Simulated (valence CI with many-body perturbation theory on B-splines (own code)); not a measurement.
# Sc XVI: E2, M1 decay

Level of theory: configuration interaction combined with many-body perturbation theory (CI+MBPT): four valence electrons over a frozen Dirac-Fock core [He], a basis of 11 s, 11 p, 9 d, 7 f, 5 g, 2 h, 1 i functions for each j, with the one-electron correlation potential Σ1, the two-electron term Σ2, the three-electron term Σ3, Breit, model QED; selected CI, second order for the rest (own B-spline code, finite nucleus).

No measured levels were compared; by estimate levels of excited configurations hold to 0.05 to 0.15 % of their energy, terms of the ground configuration to about 0.5 %.

Lines 1 to 21 of 21 in falling wavelength, among levels below 656.15 eV, chosen from the decays that carry over 1 % of a level's rate. Wavelengths and rates use the calculated energies, so an error of 400 cm⁻¹ moves a line at 127.5 nm by 0.51 % and its rate by three times that or more. Electric multipoles are in the length gauge, E1 and E2 with the static RPA response of the core. Weak lines are less certain than strong ones. Lines between different terms over intervals too small for the method are left out, as are lines whose strength nearly cancels. The highest levels of a list are the least certain.

Names give the largest LS component (configuration and term), which can be under half, so a name can repeat, a term be missing and a line seem to break the LS rules; names also repeat where a configuration has a term twice.

| λ vac (nm) | Upper | Lower | Type | A (s⁻¹) | Branch % |
| --- | --- | --- | --- | --- | --- |
| 453.0 | 2s²2p² ³P_2 | 2s²2p² ³P_1 | M1 | 1.35e+02 | 100.0 |
| 435.6 | 2s²2p² ³P_1 | 2s²2p² ³P_0 | M1 | 2.10e+02 | 100.0 |
| 127.5 | 2s²2p² ¹D_2 | 2s²2p² ³P_2 | M1 | 1.38e+03 | 57.1 |
| 99.48 | 2s²2p² ¹D_2 | 2s²2p² ³P_1 | M1 | 1.04e+03 | 42.9 |
| 51.06 | 2s²2p² ¹S_0 | 2s²2p² ³P_1 | M1 | 1.54e+04 | 99.9 |
| 2.318 | 2s²2p3d ³F°_4 | 2s2p³ ³P°_2 | E2 | 1.54e+07 | 1.5 |
| 2.170 | 2s²2p3p ³D_1 | 2s²2p² ¹D_2 | E2 | 2.68e+08 | 1.3 |
| 2.148 | 2s2p²3p ³F°_4 | 2s2p³ ³P°_2 | E2 | 1.53e+08 | 2.9 |
| 2.133 | 2s²2p3p ³D_1 | 2s²2p² ³P_2 | E2 | 2.34e+08 | 1.2 |
| 2.123 | 2s²2p3p ³D_1 | 2s²2p² ³P_1 | E2 | 2.79e+08 | 1.4 |
| 2.121 | 2s²2p3p ³D_2 | 2s²2p² ³P_2 | E2 | 2.82e+08 | 1.1 |
| 2.113 | 2s2p²3p ⁵D°_0 | 2s2p³ ⁵S°_2 | E2 | 4.73e+08 | 5.8 |
| 2.107 | 2s2p²3p ⁵D°_2 | 2s2p³ ⁵S°_2 | E2 | 4.27e+08 | 12.9 |
| 2.106 | 2s2p²3p ³F°_4 | 2s2p³ ³D°_3 | E2 | 3.86e+08 | 7.3 |
| 2.106 | 2s²2p3p ³D_3 | 2s²2p² ³P_2 | E2 | 4.02e+08 | 1.8 |
| 2.104 | 2s2p²3p ³F°_4 | 2s2p³ ³D°_2 | E2 | 1.60e+08 | 3.0 |
| 2.100 | 2s²2p3p ³D_2 | 2s²2p² ³P_0 | E2 | 2.66e+08 | 1.1 |
| 2.100 | 2s2p²3p ⁵D°_3 | 2s2p³ ⁵S°_2 | E2 | 4.41e+08 | 14.7 |
| 2.092 | 2s2p²3p ⁵D°_4 | 2s2p³ ⁵S°_2 | E2 | 4.79e+08 | 27.9 |
| 2.091 | 2s²2p3p ¹S_0 | 2s²2p² ¹D_2 | E2 | 1.32e+09 | 1.1 |
| 1.926 | 2s2p²3d ⁵D_4 | 2s²2p² ³P_2 | E2 | 3.30e+07 | 1.4 |
